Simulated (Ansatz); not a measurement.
The cluster InO3H3. Total charge 0; singlet. Geometry PBE0-D4/def2-SVP; atoms count from 1.

```xyz
7

In   -0.217    0.024    0.099
O     0.106   -0.946    1.806
O     1.153    0.289   -1.332
O    -2.016    0.786   -0.236
H    -2.041    1.226   -1.094
H     1.010   -1.275    1.869
H     2.005   -0.105   -1.113
```

In the def2 sets In takes a core potential; there is no spin–orbit coupling. The structure comes from a short search, and lower isomers may exist.

Estimate the Mulliken populations from the PBE0/def2-TZVP orbitals of Ansatz.


```
atom  charge (e)
 In1        1.00
  O2       -0.64
  O3       -0.65
  O4       -0.65
  H5        0.32
  H6        0.31
  H7        0.31
```
Mulliken values and Mayer orders depend strongly on the basis.

And the Mayer bond orders between bonded heavy atoms (over 0.3)?

In1–O2 0.99 (1.99 Å); In1–O3 0.97 (2.00 Å); In1–O4 1.01 (1.98 Å).
